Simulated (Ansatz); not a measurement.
`[OH][GeH2][B](O)Cl`. Total charge 0; spin multiplicity 1.

```
atom   x (Å)   y (Å)   z (Å)
  O1  -2.077  -0.592   0.533
 Ge2  -0.856  -0.161  -0.700
  B3   0.961   0.174   0.247
  O4   2.104   0.260  -0.447
 Cl5   0.979   0.371   2.014
  H6  -1.842  -0.238   1.394
  H7  -1.328   1.102  -1.452
  H8  -0.829  -1.346  -1.678
  H9   2.887   0.430   0.089
```

(1) List the harmonic frequencies (cm⁻¹, unscaled) at PBE0-D4/def2-TZVP in Ansatz. (Estimate.)

(2) Is this a minimum?

(3) Give the ideal-gas thermochemistry at 298.15 K and 1 bar (rigid rotor, harmonic oscillator; point group C1, symmetry number 1).

(4) And at 400, 500, 600, 800 and 1000 K?

(5) Rotational constants (cm⁻¹)?

## Answers

(1) The calculation gave: 28, 100, 163, 225, 265, 308, 453, 540, 631, 674, 692, 757, 806, 875, 960, 1098, 1379, 2119, 2162, 3817, 3886.

(2) Yes, all 21 modes are real.

(3) Zero-point energy 131.2 kJ/mol; H(298) − E = 153.7 kJ/mol; entropy 374.1 J/(mol·K), of which translation 171.7, rotation 118.4, vibration 84.0; G(298) − E = 42.2 kJ/mol. Modes under 100 cm⁻¹ are hindered rotations or soft bends, so the harmonic entropy is rough.

(4) 
```tsv
T (K)	H − E (kJ/mol)	S (J/mol/K)	G − E (kJ/mol)
400	166.1	409.8	2.2
500	179.8	440.3	-40.3
600	194.6	467.2	-85.7
800	226.4	512.9	-183.9
1000	260.4	550.7	-290.4
```

(5) 0.1261, 0.05133, 0.0372.
